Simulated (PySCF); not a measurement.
# C5H5F2OS: g tensor and hyperfine couplings

C₅H₅F₂OS (doublet state).
Structure used (GFN2-xTB), in Å, numbered top down from 1:
```
atom  x, y, z in Å
O1    -0.290    0.203    2.293
S2    -0.128   -0.785    1.240
C3     0.899    0.171   -0.170
C4     2.358    0.148    0.040
F5     2.845   -1.134   -0.111
C6     0.048    0.659   -0.978
C7    -1.408    0.514   -0.887
C8    -1.636   -0.651    0.086
F9    -2.750   -0.489    0.845
H10    2.610    0.460    1.061
H11    2.875    0.776   -0.693
H12   -1.846    1.426   -0.472
H13   -1.866    0.322   -1.858
H14   -1.710   -1.619   -0.420
```

The hyperfine couplings belong to this conformer and change with its torsions.

The species is `O=[S@@]1C(CF)=[C]C[C@@H]1F` [radical].

Computed, not measured: UKS B3LYP, pcH-1 on C F H O S, non-relativistic, mean-field spin-orbit, GIAO (PySCF). One conformer (not necessarily the lowest) at the GFN2-xTB geometry, without solvent, vibrations or thermal averaging. The geometry wasn't refined by DFT: couplings that depend on bond lengths, twists or pyramidal angles can differ widely from those at the functional's own minimum. The SCF solution wasn't tested for stability.

- g1, g2, g3: 2.00209, 2.00240, 2.00670
- g_iso: 2.00373
- Form of g: close to axial: the two nearest values differ by 7 % of g3 − g1
- ⟨S²⟩: 0.7671 (exact 0.7500)
- α and β electrons: 39, 38
- HOMO–LUMO gap, α and β orbitals: 5.60, 3.63 eV

Isotropic coupling and dipolar principal values T1 to T3, in MHz; ρ(0) is the spin density at the nucleus:

| atom | isotope | a_iso | of which spin–orbit | T1 | T2 | T3 | Mulliken spin population | ρ(0) (bohr⁻³) |
| --- | --- | --- | --- | --- | --- | --- | --- | --- |
| O1 | 17O | -11.0 | -0.5 | -54.4 | 26.2 | 28.1 | 0.15 | 0.0174 |
| S2 | 33S | -13.9 | -0.2 | -25.2 | -20.8 | 46.0 | 0.18 | -0.0399 |
| C3 | 13C | -23.9 | 0.0 | -10.2 | -9.1 | 19.3 | -0.17 | -0.0212 |
| C4 | 13C | 22.8 | 0.0 | -2.2 | -2.0 | 4.2 | 0.02 | 0.0203 |
| F5 | 19F | -13.0 | 0.0 | -10.2 | 1.5 | 8.7 | 0.00 | -0.0031 |
| C6 | 13C | 249.8 | -0.2 | -65.1 | -49.6 | 114.7 | 0.79 | 0.2224 |
| C7 | 13C | 42.6 | 0.0 | -4.5 | -3.6 | 8.2 | -0.02 | 0.0379 |
| C8 | 13C | 62.9 | -0.1 | -3.6 | -2.4 | 6.0 | 0.04 | 0.0560 |
| F9 | 19F | 11.9 | -0.5 | -21.0 | -19.3 | 40.3 | 0.01 | 0.0029 |
| H10 | 1H | -6.9 | 0.0 | -1.9 | -0.4 | 2.4 | 0.00 | -0.0015 |
| H11 | 1H | -5.9 | 0.0 | -2.9 | -1.7 | 4.5 | 0.00 | -0.0013 |
| H12 | 1H | 5.4 | 0.0 | -5.6 | -3.3 | 8.9 | 0.00 | 0.0012 |
| H13 | 1H | 14.5 | 0.0 | -6.0 | -4.1 | 10.1 | 0.00 | 0.0032 |
| H14 | 1H | -2.7 | 0.0 | -3.2 | -0.6 | 3.8 | 0.00 | -0.0006 |

Largest spin populations (Mulliken): C6 (+0.79), S2 (+0.18), C3 (-0.17) and O1 (+0.15). The positive populations add up to 1.20 and the negative ones to -0.20, together 2S = 1.

Under fast tumbling the dipolar parts average out, and these isotropic splittings remain (the largest six): 1 × 1H (H13, I = 1/2, 2 lines) with 0.52 mT, 1 × 19F (F5, I = 1/2, 2 lines) with 0.46 mT, 1 × 19F (F9, I = 1/2, 2 lines) with 0.42 mT, 1 × 1H (H10, I = 1/2, 2 lines) with 0.25 mT, 1 × 1H (H11, I = 1/2, 2 lines) with 0.21 mT and 1 × 1H (H12, I = 1/2, 2 lines) with 0.19 mT.

The 33S coupling of S2 (-13.9 MHz) shows only in satellite lines or after enrichment, since that isotope makes up about 0.76 % of natural sulfur.

The 13C coupling of C6 (249.8 MHz) shows only in satellite lines or after enrichment, since that isotope makes up about 1.07 % of natural carbon.

The spin density at the nucleus, in bohr⁻³, is negative for S2 (-0.0399), C3 (-0.0212) and F5 (-0.0031), for instance. A restricted open-shell determinant has no negative spin density anywhere; here it arises because α and β orbitals differ (spin polarisation).
